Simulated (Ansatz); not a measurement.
Calculated with Ansatz (gas phase, PBE0-D4/def2-TZVP geometries, no zero-point term in ΔE). CBS: MP2 limit from def2 TZ/QZ plus the TZ coupled-cluster correction, frozen cores. DFT in def2-TZVPP. HSE06 is defined as in plane-wave codes. For Zn outer-core shells are correlated without core-valence functions, which leaves a few kJ/mol of doubt a bond. Scalar relativity is left out up to krypton. Each species was taken in one conformer, which may not be the lowest.

Reaction (cleavage of the Si–Si bond): `BN(C=C)[SiH2][SiH3]` + `C[O][Zn][OH]` → `C[O][Zn][O][SiH3]` + `BN([SiH3])C=C`

Q: Is it downhill or uphill in electronic energy at CCSD(T)/CBS, and by how much? (An estimate is asked.)

A: Computed: Downhill: ΔE = -108.9 kJ/mol.

Q: What do these levels give: HSE06-D4, CAM-B3LYP-D4, revPBE, r2SCAN0, BHLYP, SCS-MP2/def2-TZVPP? (Estimate.)

A: Ansatz gave: HSE06-D4 -89.6, CAM-B3LYP-D4 -114.4, revPBE -83.3, r2SCAN0 -108.7, BHLYP -127.2, SCS-MP2/def2-TZVPP -123.8 kJ/mol.

Largest T1 diagnostic among the species: 0.017.

At CCSD(T), def2-SVP lies −13.3 kJ/mol from the extrapolated value and def2-TZVPP −2.1 kJ/mol. Leaving LDA and LC-ωPBE aside and taking each functional with its dispersion term where it has one, the values, not all of them listed here, spread over 43.2 kJ/mol, from BHLYP-D4 to revPBE-D4.
